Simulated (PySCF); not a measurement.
# heptane (CCCCCCC, C7H16)

Cartesian coordinates in Å; atom numbers follow the order of the lines, from 1:
```xyz
23

C    -3.821    0.373   -0.107
C    -2.546   -0.373    0.254
C    -1.277    0.365   -0.150
C     0.005   -0.374    0.207
C     1.273    0.364   -0.197
C     2.555   -0.375    0.160
C     3.817    0.370   -0.247
H    -4.720   -0.185    0.198
H    -3.889    0.545   -1.193
H    -3.860    1.359    0.383
H    -2.522   -0.563    1.342
H    -2.551   -1.370   -0.221
H    -1.297    0.556   -1.239
H    -1.268    1.363    0.325
H    -0.004   -1.372   -0.268
H     0.025   -0.564    1.296
H     1.283    1.362    0.278
H     1.253    0.555   -1.286
H     2.543   -1.372   -0.315
H     2.571   -0.566    1.248
H     3.844    0.544   -1.334
H     4.726   -0.190    0.023
H     3.875    1.355    0.244
```

Theory: PySCF 2.14.0, quadratic response CAM-B3LYP/aug-cc-pVDZ first hyperpolarisability, Taylor convention, gas phase. Geometry: PBE0-D3(BJ)/def2-SVP.

**Question.** Give the tensor of the static β(0;0,0) in the axes of these coordinates.

**Answer.** In au, Taylor convention; rows are the first index (the induced dipole):
```csv
,xx,yy,zz,xy,xz,yz
x,0.0,-0.1,+0.4,-1.0,+0.5,-0.2
y,-1.0,-20.1,-8.7,-0.1,-0.2,-6.3
z,+0.5,-6.3,+21.1,-0.2,+0.4,-8.7
```
Norm of βᵢ = ⅓ Σⱼ (βᵢⱼⱼ + βⱼᵢⱼ + βⱼⱼᵢ): 33.5 au, hyper-Rayleigh value 14.2 au.
